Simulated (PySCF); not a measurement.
Relaxation of singlet IO₃I

Method: PBE0/[I def2-SVP with ECP28, O def2-SVP], scalar-relativistic core potentials, density fitting, no spin–orbit coupling, PySCF. A (50,194) grid was used.

A hand-made tetrahedral start, of C3v symmetry, held to at least that symmetry:

```xyz
5
charge 0 multiplicity 1, angstrom
I    -0.8327    0.0000   -0.5889
O    -2.3516   -0.0001    0.4848
O    -0.8327    1.5187   -1.6628
O    -0.8326   -1.5187   -1.6629
I     1.3390    0.0000    0.9470
```

Q: What forces act on the atoms at the start (eV/Å)?

A: 
```csv
atom,Fx,Fy,Fz
I1,-3.47,0.00,-2.47
O2,1.97,0.00,-0.82
O3,0.41,-1.55,1.41
O4,0.41,1.55,1.41
I5,0.68,0.00,0.48
```

Q: What does it relax to?

A: It ends at C3v with I–I 2.749 Å, I–O 1.793 Å (×3); I–I–O 104.3° (×3), O–I–O 114.1° (×3) (after a last refinement on a finer grid). The frequency run here used a shortcut that can spoil soft modes, so no verdict on minimum or saddle point is given.

Q: How much energy is released, and in how many steps?

A: 36.5 kJ/mol in 3 steps.

The relaxation took 34 s on 2 threads of a shared Intel Xeon Platinum 8259CL @ 2.50GHz (Skylake/Cascade Lake) host, with 94 basis functions and 4 gradients; the process peaked at 0.76 GiB.
